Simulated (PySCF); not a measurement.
Breaking a bond: SH (anion, charge -1), singlet.

Levels of theory: UHF/aug-cc-pVDZ (PySCF); RHF/aug-cc-pVDZ (PySCF); UKS-TPSSh = unrestricted TPSSh/aug-cc-pVDZ (PySCF); RKS-TPSSh = restricted TPSSh/aug-cc-pVDZ (PySCF 2.14.0); UKS-BLYP = unrestricted BLYP/aug-cc-pVDZ (PySCF); RKS-BLYP = restricted BLYP/aug-cc-pVDZ (PySCF); UKS-PBE = unrestricted PBE/aug-cc-pVDZ in PySCF; RKS-PBE = PySCF with restricted PBE/aug-cc-pVDZ; UKS-B3LYP/6-31G* = unrestricted B3LYP/6-31G*, spherical d (PySCF); RKS-B3LYP/6-31G* = PySCF with restricted B3LYP/6-31G*, spherical d.

Scanned distances (Å): 1.00, 1.07, 1.15, 1.21, 1.27, 1.29, 1.35, 1.39, 1.42, 1.49, 1.56, 1.68, 1.80, 2.01, 2.23, 2.44, 2.72, 2.98, 3.32, 3.64, 4.04, 4.77, 5.38.

Problem. Where does the unrestricted solution first break spin symmetry (<S²> of 0.01 or more)?

Solution. UHF: between 1.80 and 2.01 Å; UKS-TPSSh: between 2.01 and 2.23 Å; UKS-BLYP: between 2.23 and 2.44 Å; UKS-PBE: between 2.23 and 2.44 Å; UKS-B3LYP/6-31G*: between 2.23 and 2.44 Å.

```csv
R / Å,<S²> UHF,E(RHF) − E(UHF) / kcal/mol,<S²> UKS-TPSSh,E(RKS-TPSSh) − E(UKS-TPSSh) / kcal/mol,<S²> UKS-BLYP,E(RKS-BLYP) − E(UKS-BLYP) / kcal/mol,<S²> UKS-PBE,E(RKS-PBE) − E(UKS-PBE) / kcal/mol,<S²> UKS-B3LYP/6-31G*,E(RKS-B3LYP/6-31G*) − E(UKS-B3LYP/6-31G*) / kcal/mol
1.00,0.00,0.0,0.00,0.0,0.00,0.0,0.00,0.0,0.00,0.0
1.07,0.00,0.0,0.00,0.0,0.00,0.0,0.00,0.0,0.00,0.0
1.15,0.00,0.0,0.00,0.0,0.00,0.0,0.00,0.0,0.00,0.0
1.21,0.00,0.0,0.00,0.0,0.00,0.0,0.00,0.0,0.00,0.0
1.27,0.00,0.0,0.00,0.0,0.00,0.0,0.00,0.0,0.00,0.0
1.29,0.00,0.0,0.00,0.0,0.00,0.0,0.00,0.0,0.00,0.0
1.35,0.00,0.0,0.00,0.0,0.00,0.0,0.00,0.0,0.00,0.0
1.39,0.00,0.0,0.00,0.0,0.00,0.0,0.00,0.0,0.00,0.0
1.42,0.00,0.0,0.00,0.0,0.00,0.0,0.00,0.0,0.00,0.0
1.49,0.00,0.0,0.00,0.0,0.00,0.0,0.00,0.0,0.00,0.0
1.56,0.00,0.0,0.00,0.0,0.00,0.0,0.00,0.0,0.00,0.0
1.68,0.00,0.0,0.00,0.0,0.00,0.0,0.00,0.0,0.00,0.0
1.80,0.00,0.0,0.00,0.0,0.00,0.0,0.00,0.0,0.00,0.0
2.01,0.46,4.8,0.00,0.0,0.00,0.0,0.00,0.0,0.00,0.0
2.23,0.71,15.0,0.08,0.1,0.00,0.0,0.00,0.0,0.00,0.0
2.44,0.84,25.3,0.46,2.7,0.20,0.3,0.22,0.3,0.33,1.5
2.72,0.93,37.4,0.79,8.7,0.61,2.9,0.65,3.1,0.71,6.7
2.98,0.97,46.4,0.94,14.6,0.83,—,0.87,—,0.88,12.2
3.32,0.99,55.4,1.01,20.8,0.96,—,0.98,—,0.98,18.5
3.64,1.00,61.5,1.01,24.8,1.00,—,1.01,—,1.00,23.0
4.04,1.01,66.9,1.01,27.8,1.01,—,1.01,—,1.00,26.8
4.77,1.01,72.7,1.01,30.2,1.01,—,1.01,—,1.00,30.3
5.38,1.01,75.3,1.01,30.9,1.01,—,1.01,—,1.00,31.5
```

A dash means that the run gave no value there, or that the column was ended at a point which the program doubted or which failed a test of continuity chosen for this set; such a test can also cut sound points.
